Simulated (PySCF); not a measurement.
**Computed properties of (2R)-but-3-ene-1,2-diamine (C₄H₁₀N₂), SMILES C=C[C@@H](N)CN**

(2R)-but-3-ene-1,2-diamine (C4H10N2), SMILES C=C[C@@H](N)CN. Coordinates come from a B3LYP-D3(BJ)/def2-SVP optimisation. One conformer was computed; it need not be the lowest. All values are computed for the isolated molecule unless a solvent is named; none is compared with measurement here.

**Structure.** All 42 harmonic modes at B3LYP-D3(BJ)/def2-SVP (PySCF) are real, so it is a minimum. With heavy atoms numbered as in [CH2:1]=[CH:2][C@@H:3]([NH2:4])[CH2:5][NH2:6], the shortest bond between them is C1–C2 at 1.336 Å and the longest C3–C5 at 1.546 Å.

**Vibrations.** The strongest infrared lines (harmonic, unscaled, degenerate partners summed) lie at 899 cm⁻¹ (133 km/mol, H 68 %, C 20 %, N 13 %), 818 cm⁻¹ (123 km/mol, H 55 %, C 31 %, N 14 %), 808 cm⁻¹ (108 km/mol, H 45 %, C 32 %, N 23 %). The softest mode is at 82 cm⁻¹ and the zero-point energy is 89.9 kcal/mol.

**Electronic structure.** M06-2X/def2-TZVP (PySCF) places the frontier levels at -8.24 and 0.94 eV, a gap of 9.18 eV, and gives a dipole moment of 1.97 D and a mean polarisability of 66.0 bohr³. PBE/def2-TZVP (PySCF) at the same geometry gives -5.36 and -0.93 eV, so its gap is 4.75 eV narrower. An orbital gap is neither the optical nor the fundamental gap.

**Excitations.** TDDFT-ωB97X/def2-SVPD (PySCF) has S1 at 6.70 eV (185 nm, f = 0.012, weak); the most intense of the 10 singlets computed lies at 7.22 eV (f = 0.28). T1 (TDA) is at 4.42 eV. TDDFT-PBE/def2-SVPD (PySCF) puts S1 at 4.49 eV. No vertical singlet excitation falls in the visible range (under 3.1 eV).

**NMR.** GIAO shifts at PBE0/pcSseg-1 (PySCF) (non-relativistic, atoms alike by connectivity averaged): ¹³C from 53.5 to 153.0 ppm against TMS; ¹H from 0.5 to 6.3 ppm against TMS.

**Solvation.** SMD-B3LYP/def2-SVP (PySCF) gives -6.9 kcal/mol in water, -6.9 kcal/mol in acetone, -5.8 kcal/mol in chloroform (1 M in both phases, gas-phase geometry); of these solvents acetone holds the molecule best.
